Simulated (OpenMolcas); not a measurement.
## Co V: from CASSCF to CASPT2

* Program: OpenMolcas
* Basis: ANO-RCC-VDZP [5s4p2d1f]
* Scalar Hamiltonian: DKH2, point nucleus
* Active space: 5 electrons in 5 orbitals (3d)
* State averaging: 2S+1 = 6 even, 1 root; 2S+1 = 4 even, 24 roots; 2S+1 = 2 even, 75 roots
* Spin-orbit coupling: state interaction with AMFI integrals over the reference wave functions, term energies averaged over their components

Methods on the same reference wave functions:
A. CASSCF
B. SS-CASPT2, IPEA 0.25 Eh, imaginary shift 0.1 Eh (closed shells correlated: 3s 3p)
C. MS-CASPT2, IPEA 0.25 Eh, imaginary shift 0.1 Eh (closed shells correlated: 3s 3p)

Energies in cm-1 above 3d5 6S 5/2, the measured ground level; measured values from Sugar and Corliss, J. Phys. Chem. Ref. Data 10, 1097 (1981).

| Level | A | B | C | Measured |
| --- | --- | --- | --- | --- |
| 3d5 6S 5/2 | 0.0 | 0.0 | 0.0 | 0.0 |
| 3d5 4G 5/2 | 42153 | 39960 | 39960 |  |
| 3d5 4G 7/2 | 42199 | 40020 | 40020 |  |
| 3d5 4G 11/2 | 42211 | 40030 | 40030 | 37218 |
| 3d5 4G 9/2 | 42226 | 40050 | 40050 |  |
| 3d5 4P 5/2 | 48421 | 43390 | 43390 | 40753 |
| 3d5 4P 3/2 | 48550 | 43510 | 43510 | 40891 |
| 3d5 4P 1/2 | 48704 | 43650 | 43650 | 41024 |
| 3d5 4D 7/2 | 52397 | 47870 | 47870 | 44709 |
| 3d5 4D 1/2 | 52545 | 48010 | 48010 | 44908 |
| 3d5 4D 3/2 | 52664 | 48110 | 48110 |  |
| 3d5 4D 5/2 | 52691 | 48130 | 48130 |  |
| 3d5 2I 11/2 | 60053 | 58420 | 58420 |  |
| 3d5 2I 13/2 | 60165 | 58560 | 58560 |  |
| 3d5 2D 5/2(1) [65 %] | 67196 | 60920 | 60920 | 57083 |
| 3d5 2D 3/2(1) | 68111 | 61730 | 61730 | 57823 |
| 3d5 2F 7/2(1) | 69559 | 63640 | 63640 | 59455 |
| 3d5 4F 9/2 | 70551 | 65180 | 65180 | 60830 |
| 3d5 4F 7/2 | 70659 | 65270 | 65270 | 60974 |
| 3d5 4F 3/2 | 70977 | 65520 | 65520 |  |
| 3d5 2H 9/2 | 73651 | 69440 | 69440 | 64742 |
| 3d5 2H 11/2 | 74075 | 70020 | 70020 | 65284 |
| 3d5 2G 7/2(1) | 76192 | 71140 | 71140 | 66229 |
| 3d5 2G 9/2(1) | 76553 | 71630 | 71630 | 66760 |

Deviations, from unrounded energies. A percentage is the sum of absolute deviations over the sum of measured energies, with the sign that they share, or ± where signs differ.

```csv
Against measurement,Levels,A,B,C
mean absolute deviation (cm-1),15,8700,3800,3800
other terms of the ground configuration (%),15,+16.2,+7.0,+7.0
```

B, C lie about equally close to measurement and A furthest from it. The largest miss of B in the table is 3d5 2G 7/2(1), by +4900 cm-1. The ranking rests on the paired levels alone, and a cruder setting can come out closer through cancelling errors.

Between B and C no level of the table moves by more than 5 cm-1.

The two smallest mean deviations differ by little beside CASPT2's spread within terms, so their order carries little weight.

From A to B the spin-free energies of the other terms of 3d5 shown, above 6S, scale by factors of 0.90 to 0.97.

The lowest spin-free term lies below A's lowest term by 0.247 hartree in B, 0.247 hartree in C.

CASPT2 breaks the degeneracy within a term, and the mean is taken; among the terms shown or strongly mixed into the levels shown the widest spread is 340 cm-1 (3d5 4F, C). The basis is small and was not contracted for so high a charge. Without dynamic correlation excited terms often stand tens of per cent too high (terms of higher spin than the ground term too low), and those without a measured partner can miss by more than the paired ones (holds for A). Some levels mix across a computed gap that differs much from the measured one, so their mixing is not that of the real levels (holds for A). Blocks of more than 70 roots (2S+1 = 2 even) ran without multistate coupling (holds for C). Measured partners are found by configuration, term and J. A level has none where our copy of the source lacks it or the pairing is in doubt (some pairs that miss far off the trend of their configuration count as doubtful), and it then counts in no deviation. Levels of configurations outside the active space are missing. Levels that lie high or do not pair safely by name in every column are left out.

A share in square brackets marks a mixed level and gives the weight of the term that names it, the lowest over the columns. A number in round brackets counts repeated terms of one configuration in the order of the reference energies.
